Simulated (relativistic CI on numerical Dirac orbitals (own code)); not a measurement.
Sensitivity of the levels of Pb³⁰⁺ to α and to the nuclear radius

Method of calculation: Dirac-Coulomb-Breit CI, KLI orbitals optimised for each configuration, derivatives by finite differences, unscaled Slater integrals, QED left out (own radial code, finite nucleus).

Configurations in the expansion (outside the closed core [Kr] 4d10): 4f⁶, 4f⁵5s, 4f⁴5s². Levels of other configurations are missing.

With x = (α/α₀)² − 1 an excitation energy changes as ω = ω₀ + qx; K = 2q/ω₀ is the relative enhancement. Terms are leading LS components, so labels can repeat. The field-shift factor is F = δν/δ⟨r²⟩ for the transition from the lowest level.

Lowest level 4f⁶ ⁵D0.

| Level | ω₀ (cm⁻¹) | q (cm⁻¹) | K | F (GHz/fm²) |
| --- | --- | --- | --- | --- |
| 4f⁶ ⁷F1 | 23163.1 | 45030 | 3.89 | 2.56 |
| 4f⁶ ⁷F2 | 41423.2 | 71490 | 3.45 | 4.14 |
| 4f⁶ ⁷F3 | 54942.6 | 84970 | 3.09 | 5 |
| 4f⁶ ⁷F4 | 65185.5 | 91720 | 2.81 | 5.49 |
| 4f⁶ ⁷F6 | 70678.9 | 63280 | 1.79 | 4.17 |
| 4f⁶ ⁷F0 | 71235.1 | 76690 | 2.15 | 4.8 |
| 4f⁶ ⁷F5 | 72021.5 | 91230 | 2.53 | 5.57 |
| 4f⁶ ⁵L6 | 94840.4 | 71330 | 1.5 | 4.89 |
| 4f⁶ ⁷F1 | 96731.1 | 93930 | 1.94 | 6.01 |
| 4f⁶ ³F2 | 109113.6 | 56330 | 1.03 | 4.3 |
| 4f⁶ ⁵H3 | 114886.7 | 62570 | 1.09 | 4.69 |
| 4f⁶ ⁵L7 | 117609.8 | 80320 | 1.37 | 5.66 |
| 4f⁶ ⁵D2 | 118339.7 | 100800 | 1.7 | 6.65 |
| 4f⁶ ⁵H5 | 119374.2 | 77880 | 1.3 | 5.54 |
| 4f⁶ ⁵H4 | 121460.7 | 71870 | 1.18 | 5.26 |
| 4f⁶ ⁵L6 | 128571.8 | 104900 | 1.63 | 7.02 |
| 4f⁶ ⁵L8 | 131336.8 | 90670 | 1.38 | 6.38 |
| 4f⁶ ⁵L10 | 132113.5 | 80810 | 1.22 | 5.94 |
| 4f⁶ ⁵D3 | 133190.7 | 93530 | 1.4 | 6.5 |
| 4f⁶ ⁵G4 | 137181.9 | 82550 | 1.2 | 6.01 |
| 4f⁶ ⁵L9 | 139543.6 | 98010 | 1.4 | 6.88 |
| 4f⁶ ⁵G5 | 139761.2 | 68050 | 0.974 | 5.32 |
| 4f⁶ ⁵G2 | 142541.3 | 84170 | 1.18 | 6.16 |

At this charge energies of transitions that change n are usually good to better than 1 %, and those within a shell (Δn = 0) to a few per cent. Terms inside the open d or f shell come out 10 to 20 % too wide with unscaled integrals.
